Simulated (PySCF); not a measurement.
Species: C₃H₈NO₂Si₂ (doublet state).
Geometry (GFN2-xTB, Å), atoms numbered from 1 in this order:
```
atom  x, y, z in Å
N1     3.004    0.462    0.057
C2     2.293   -0.683    0.143
O3     2.748   -1.771   -0.152
Si4    0.577   -0.495    0.961
C5    -0.981   -1.302    0.184
C6    -2.130   -0.295    0.334
Si7   -1.389    1.463    0.282
O8     0.142    1.096    0.731
H9     2.553    1.346    0.213
H10    3.930    0.444   -0.345
H11   -0.779   -1.472   -0.878
H12   -1.246   -2.269    0.609
H13   -2.611   -0.449    1.302
H14   -2.895   -0.471   -0.422
H15   -1.307    2.039   -1.057
H16   -1.918    2.365    1.295
```

The hyperfine couplings belong to this conformer and change with its torsions.

As a line formula: `NC(=O)[Si]1CC[SiH2]O1` [radical].

The calculation used PySCF 2.14.0, UKS B3LYP, pcH-1 on C H N O Si, non-relativistic, mean-field spin-orbit, GIAO. Isolated species at its GFN2-xTB geometry (one conformer only). The geometry wasn't refined by DFT: couplings that depend on bond lengths, twists or pyramidal angles can differ widely from those at the functional's own minimum, by a factor of two or more for some ions and for spin on atoms past the first row. The SCF solution wasn't tested for stability.

Principal values of hyperfine tensors in MHz (contact, dipolar and spin–orbit terms together), for some of the nuclei:

```csv
atom,isotope,A1,A2,A3
Si4,29Si,-645.60,-423.49,-420.40
C2,13C,69.32,71.82,94.73
C5,13C,42.17,42.84,62.85
H11,1H,31.09,36.53,40.48
H15,1H,5.32,5.47,8.60
O3,17O,-28.91,5.53,11.97
Si7,29Si,-5.12,-2.77,-2.63
H10,1H,0.68,1.97,6.61
```

(1) Split each tensor into its isotropic and traceless parts, and turn a_iso into mT with g = 2.0024.

(2) What spin density at the nucleus of C5 lies behind its contact coupling (g_N = 1.40482)?

(3) O8 (17O, g_N = -0.75752) isn't in the table. Its spin density at the nucleus is 0.04001 bohr⁻³. What is its contact coupling?

(4) Name the largest traceless tensor T of the table and describe it.

## Answers

(1) a_iso = (A1 + A2 + A3)/3, Ti = Ai − a_iso; 1 mT corresponds to 28.026 MHz. The tensors hold a spin–orbit part: the run splits a_iso into a_FC + a_SO, and T includes its anisotropic share.

| atom | a_iso (MHz) | a_FC | a_SO | a_iso (mT) | T1 | T2 | T3 |
| --- | --- | --- | --- | --- | --- | --- | --- |
| Si4 | -496.50 | -497.46 | 0.96 | -17.716 | -149.10 | 73.01 | 76.10 |
| C2 | 78.62 | 78.67 | -0.05 | 2.805 | -9.30 | -6.80 | 16.10 |
| C5 | 49.29 | 49.28 | 0.01 | 1.759 | -7.12 | -6.45 | 13.56 |
| H11 | 36.04 | 36.03 | 0.00 | 1.286 | -4.95 | 0.50 | 4.45 |
| H15 | 6.46 | 6.46 | 0.00 | 0.231 | -1.15 | -1.00 | 2.14 |
| O3 | -3.80 | -3.85 | 0.04 | -0.136 | -25.11 | 9.33 | 15.78 |
| Si7 | -3.51 | -3.51 | 0.00 | -0.125 | -1.61 | 0.73 | 0.88 |
| H10 | 3.09 | 3.09 | 0.00 | 0.110 | -2.41 | -1.12 | 3.53 |

(2) a_FC = (2μ0/3) gₑ μB g_N μN ρ(0)/(2S·h) = 800.24 MHz × g_N × ρ(0)/(2S), with ρ in bohr⁻³. With a_FC = 49.28 MHz and 2S = 1, ρ(0) = 0.04383 bohr⁻³.

(3) By the same relation, a_FC = -24.3 MHz. The spin–orbit term adds -0.09 MHz. Its full tensor has the principal values -50.32, -11.71, -11.01 MHz.

(4) Si4: -149.1, 73.0, 76.1 MHz (the dipolar term alone has -148.2, 72.7, 75.5), nearly axial, close to the ratio +1:+1:−2, the form that spin in one p orbital centred on that nucleus gives (the nuclear moment is negative).
